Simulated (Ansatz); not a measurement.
C₂H₅ClOSSi, SMILES `C[Si](S)(Cl)C=O`, relaxed with RKS PBE0-D4/def2-TZVP in Ansatz 0.2.0 from a PBE-D4/def2-SVP geometry. The force threshold is 0.005 eV/Å; the program also tests the step.

Charge 0, multiplicity 1.

Start:

```xyz
11

C     0.471    1.353   -0.571
Si   -0.193   -0.391   -0.462
S    -2.326   -0.496   -0.118
Cl    0.138   -1.476   -2.210
C     0.628   -1.296    1.038
O     0.864   -0.655    2.050
H     0.469    1.795    0.448
H    -0.148    1.979   -1.244
H     1.516    1.342   -0.942
H    -2.239    0.260    1.017
H     0.819   -2.416    0.995
```

Problem. How much energy does the relaxation release, and in how many steps? (An estimate is asked.)

Solution. Computed: 1.66 kcal/mol, in 15 steps, 1 of them rejected.

Problem. Which bonds change most? (An estimate is asked.)

Solution. The calculation gave: Si2–Cl4 from 2.084 to 2.053 Å; Si2–S3 from 2.163 to 2.133 Å; C1–Si2 from 1.870 to 1.848 Å; C5–H11 from 1.137 to 1.115 Å.

Problem. Give the relaxed structure. (Estimate.)

Solution. The calculation gave: 
```xyz
11

C     0.438    1.354   -0.540
Si   -0.205   -0.375   -0.426
S    -2.311   -0.514   -0.125
Cl    0.159   -1.444   -2.141
C     0.658   -1.308    1.012
O     1.215   -0.702    1.894
H     0.295    1.864    0.416
H    -0.083    1.909   -1.322
H     1.507    1.342   -0.761
H    -2.279    0.295    0.950
H     0.606   -2.422    1.044
```
